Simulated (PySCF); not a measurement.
CH6S3Si, SMILES C[Si](S)(S)S. Geometry: r2SCAN-D4/def2-SVP. Other conformers were not sampled.

Computed with PySCF with r2SCAN-D4/def2-SVP.

Harmonic wavenumbers (cm⁻¹): 103, 136, 165, 185, 197, 199, 205, 222, 270, 406, 525, 536, 679, 689, 740, 765, 803, 829, 1254, 1421, 1422, 2676, 2678, 2694, 3036, 3145, 3153. Rotational constants (GHz): 1.724, 1.587, 1.225; symmetry number 1.

### Question
Work out the zero-point energy and the ideal-gas rigid-rotor harmonic-oscillator thermochemistry at 298.15 K and 1 atm.

### Answer
ZPE = ½ Σ hcν = ½ × 29133 cm⁻¹ = 174.26 kJ/mol. H − E(el) = 201.43 kJ/mol. Entropy in J/(mol K): translation 170.58, rotation 121.13, vibration 103.24, total 394.95. G − E(el) = 83.68 kJ/mol. Cp = 139.07 J/(mol K). Modes under 150 cm⁻¹ make the vibrational entropy uncertain.
